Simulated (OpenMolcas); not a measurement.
An atom or ion with 30 electrons was computed by SS-CASPT2, IPEA 0.25 Eh, imaginary shift 0.1 Eh with spin-orbit coupling (OpenMolcas, ANO-RCC-VTZP, DKH2). The lowest levels that the run gave, each within 12 % of the measured value where one is at hand:

| J | Parity | E (cm-1) | g |
| --- | --- | --- | --- |
| 0 | even | 0.0 |  |
| 0 | odd | 87220 |  |
| 1 | odd | 88660 | 1.500 |
| 2 | odd | 91830 | 1.501 |
| 1 | odd | 134080 | 1.001 |
| 0 | even | 210330 |  |
| 1 | even | 212250 | 1.501 |
| 2 | even | 213540 | 1.303 |
| 2 | even | 217860 | 1.198 |

Q: Which ion is it, and what are the configurations and terms?

A: Se4+ (Z = 34, charge +4; active space 2 electrons in 8 orbitals (4s 4p 5s 5p)). J, parity and g give the terms where levels are pure, and mixed ones are named by the computed weights; the size of the splittings, set against known spectra of the 30-electron sequence, gives the charge. In order, with the measured energies in cm-1 (the list in Rauch et al., Astron. Astrophys. 606, A105 (2017)): 4s2 1S0, 4s 4p 3P* 0 (89749), 4s 4p 3P* 1 (91350), 4s 4p 3P* 2 (94960), 4s 4p 1P* 1 (131733), 4p2 3P0 (211794), 4p2 3P1 (214091), 4p2 3P2 [61 %] (218615), 4p2 1D2 [61 %] (213203).

Term energies are means over components that CASPT2 splits; among the terms shown or strongly mixed into the levels shown the widest spread is 150 cm-1 (4p2 1D). Over all roots computed the reference weight is 0.92 to 0.99; the roots of lowest weight are the least certain, and an intruder state may touch them. Some levels mix across a computed gap that differs much from the measured one, so their mixing is not that of the real levels. Active for correlation alone: 5p 5s; no level in the range computed is led by a configuration that fills them, so any true level of that kind is missing. The ¹D term of p² mixes with s d, which this space lacks. Computed and measured levels are paired by configuration, term and J; levels that our copy of the source lacks, or whose pairing is in doubt (as where it misses far off the trend of its configuration), stay unpaired and out of the deviations. Levels of configurations outside the active space are missing.

A share in square brackets marks a mixed level and gives the weight of the term that names it. * marks odd parity.
